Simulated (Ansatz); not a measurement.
A nudged elastic band was laid between two geometries of CH$_{4}$BrFOSi (9 atoms, charge 0, multiplicity 1).

Method: Ansatz 0.2.0, RKS B3LYP-D4/def2-SVP.

```yaml
movable_images: 9
climbing_image: yes
spring: 5.0 eV/Å²
optimiser: lbfgs
start_path: IDPP
force_threshold: 0.05 eV/Å
iteration_limit: 60
end_points: relaxed
largest_step: 0.02 Å
```

Initial state:

```xyz
9
Properties=species:S:1:pos:R:3
F -1.595 -0.323 0.892
C -0.299 -0.245 1.291
Br -0.021 1.613 2.008
O 0.540 -0.526 0.288
Si 0.409 -0.008 -1.334
H -0.135 -0.907 2.152
H -0.030 1.409 -1.380
H -0.555 -0.881 -2.053
H 1.775 -0.178 -1.882
```

Final state:

```xyz
9
Properties=species:S:1:pos:R:3
F -1.111 -1.477 0.866
C -0.305 -0.462 1.254
Br -1.485 1.157 1.484
O 0.678 -0.245 0.374
Si 0.557 0.309 -1.237
H 0.094 -0.667 2.257
H 0.663 1.789 -1.254
H -0.722 -0.144 -1.840
H 1.720 -0.307 -1.920
```

Question: Which bonds break or form, and what moves?

Answer: No bond is made or broken. The dihedral C2–O4–Si5–H7 goes from 41 to 91°.

Question: Give the energies along the band, and the barrier.

Answer: It converged. The highest image is number 5 of 0 to 10, 0.011 eV above the ends, which have the same energy within 2 meV. Another band between the same ends (9 images) ends at a top of the same energy, where a vibrational analysis finds 1 clearly imaginary mode.

```json
{"image": "0", "path coordinate (Å)": "0.00", "energy (eV)": "0.000", "dihedral C2–O4–Si5–H7 (°)": "41"}
{"image": "1", "path coordinate (Å)": "0.22", "energy (eV)": "0.001", "dihedral C2–O4–Si5–H7 (°)": "46"}
{"image": "2", "path coordinate (Å)": "0.44", "energy (eV)": "0.004", "dihedral C2–O4–Si5–H7 (°)": "52"}
{"image": "3", "path coordinate (Å)": "0.66", "energy (eV)": "0.007", "dihedral C2–O4–Si5–H7 (°)": "57"}
{"image": "4", "path coordinate (Å)": "0.88", "energy (eV)": "0.010", "dihedral C2–O4–Si5–H7 (°)": "62"}
{"image": "5", "path coordinate (Å)": "1.10", "energy (eV)": "0.011", "dihedral C2–O4–Si5–H7 (°)": "67"}
{"image": "6", "path coordinate (Å)": "1.31", "energy (eV)": "0.010", "dihedral C2–O4–Si5–H7 (°)": "72"}
{"image": "7", "path coordinate (Å)": "1.53", "energy (eV)": "0.007", "dihedral C2–O4–Si5–H7 (°)": "77"}
{"image": "8", "path coordinate (Å)": "1.75", "energy (eV)": "0.004", "dihedral C2–O4–Si5–H7 (°)": "81"}
{"image": "9", "path coordinate (Å)": "1.97", "energy (eV)": "0.001", "dihedral C2–O4–Si5–H7 (°)": "86"}
{"image": "10", "path coordinate (Å)": "2.19", "energy (eV)": "0.000", "dihedral C2–O4–Si5–H7 (°)": "91"}
```

Question: What is the geometry of the highest image?

Answer: 
```xyz
9
Properties=species:S:1:pos:R:3
F -1.455 -0.961 0.876
C -0.311 -0.358 1.276
Br -0.801 1.522 1.806
O 0.625 -0.383 0.320
Si 0.500 0.144 -1.299
H 0.052 -0.826 2.200
H 0.329 1.617 -1.330
H -0.641 -0.537 -1.964
H 1.791 -0.264 -1.901
```

Run time: 4.8 min on 2 threads of Arm Neoverse V1, on a shared host, peak memory 0.28 GiB.
